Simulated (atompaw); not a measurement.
## Building the PAW (atompaw) potential for indium (In) (LDA (PW92), scalar-relativistic).

atompaw 4.2.0.5 input, output lines left out:

```
In 49
LDA-PW scalarrelativistic loggrid 1500 logderivrange -3 5 201
5 5 4 0 0 0
5 1 1
0 0 0
c
c
c
c
v
c
c
c
v
c
c
2
2.80 2.40 2.55 2.00
y
0.15
n
y
0.85
n
y
0.15
n
custom rrkj gramschmidtortho sinc
3 -0.5 troulliermartins
2.25
2.80
2.80
2.55
2.80
```

All-electron outer shells of the reference configuration (LDA (PW92), scalar-relativistic, ld1.x):

```csv
shell,level (eV),outermost node (bohr),outermost maximum (bohr)
4p,-78.05,0.42,0.82
4d,-18.72,0.40,0.94
5s,-8.48,1.02,2.13
5p,-2.70,1.14,2.85
```

(1) Estimate the cutoffs (Ry, on a coarse ladder) from which the occupation-weighted sum of valence levels, in a spherical-Bessel basis at the reference potential, stays within 10 and 1 mRy of its value at 400 Ry.

(2) What does a ghost test show?

(3) Is the overlap operator S = 1 + Σ q|β⟩⟨β| positive definite (Bessel basis up to 400 Ry)?

(4) Which valence shell sets the plane-wave cutoff?

Results:

(1) 6 Ry and 12 Ry.

(2) Ghost state, extra bound levels that the all-electron valence spectrum of the same l lacks: s at -50.4 eV. A true bound ghost makes a file unfit for plane-wave use. The logarithmic derivative shows an extra or strongly shifted pseudo pole above the reference energy (d near 1.32 Ry).

(3) Yes: its lowest eigenvalue is 0.08 (s channel).

(4) 5s: its level needs 8 Ry to come within 1 mRy, against 6 Ry for 5p.
